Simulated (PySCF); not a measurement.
Hydrogen selenide, H₂Se.
InChI=1S/H2Se/h1H2

Level of theory: PBE0-D3(BJ)/def2-TZVP geometry optimisation, gas phase in PySCF 2.14.0.

Take the most abundant isotopes and a rigid rotor. 

(1) Give the principal moments of inertia and the rotational constants in MHz.

(2) Classify the top.

(3) Where do the levels up to J = 5 lie, in cm⁻¹?

(4) Which lines would a microwave search look for?

(5) Estimate the classical rotational partition function at 100 K and 298.15 K.

Answers

(1) Ia = 2.07, Ib = 2.21, Ic = 4.28 u·Å²; 505379 MHz·u·Å²/I gives A = 244089, B = 228371, C = 117984 MHz.

(2) An asymmetric top: κ = (2 × 228371 − 244089 − 117984)/(244089 − 117984) = 0.75.

(3) Above 0(0,0):
J = 1: 1(0,1) 11.5532, 1(1,1) 12.0775, 1(1,0) 15.7596
J = 2: 2(0,2) 31.4496, 2(1,2) 31.5017, 2(1,1) 42.5481, 2(2,1) 44.1209, 2(2,0) 47.3308
J = 3: 3(0,3) 59.0249, 3(1,3) 59.0281, 3(1,2) 78.5233, 3(2,2) 78.7805, 3(2,1) 89.0747, 3(3,1) 92.2172, 3(3,0) 94.8147
J = 4: 4(0,4) 94.4470, 4(1,4) 94.4471, 4(1,3) 121.9487, 4(2,3) 121.9713, 4(2,2) 141.1098, 4(3,2) 141.8594, 4(3,1) 151.1790, 4(4,1) 156.3992, 4(4,0) 158.3457
J = 5: 5(0,5) 137.7383, 5(1,5) 137.7383, 5(1,4) 173.1279, 5(2,4) 173.1294, 5(2,3) 200.5322, 5(3,3) 200.6218, 5(3,2) 219.1089, 5(4,2) 220.7730, 5(4,1) 228.9297, 5(5,1) 236.7044, 5(5,0) 238.0594

(4) The dipole components are |μa| = 0.00 D, |μb| = 0.79 D, |μc| = 0.00 D; the symmetry axis of this C2v structure is b, so μa and μc vanish by symmetry and there are no a-type or c-type lines. Some lines, for components of 0.1 D or more:

```csv
type,branch,"J(Ka,Kc)",MHz,lower level (cm⁻¹)
b,Q,"1(1,0) ← 1(0,1)",126105,11.553
b,Q,"2(2,0) ← 2(1,1)",143384,42.548
b,Q,"2(1,1) ← 2(0,2)",332723,31.450
b,R,"1(1,1) ← 0(0,0)",362073,0.000
b,Q,"2(2,1) ← 2(1,2)",378314,31.502
b,R,"2(0,2) ← 1(1,1)",580763,12.077
b,R,"2(1,2) ← 1(0,1)",598042,11.553
b,R,"2(2,1) ← 1(1,0)",850252,15.760
b,R,"2(2,0) ← 1(1,1)",1056870,12.077
```

(5) Point group C2v, symmetry number σ = 2; q = (√π/σ)·√((kT/h)³/(ABC)), k/h = 20836.6 MHz/K: 32.9 at 100 K, 169 at 298.15 K.

Stationary, but not proved a minimum. These are rigid-rotor constants of the computed structure; measured ground-state constants (B0) also hold zero-point vibration.
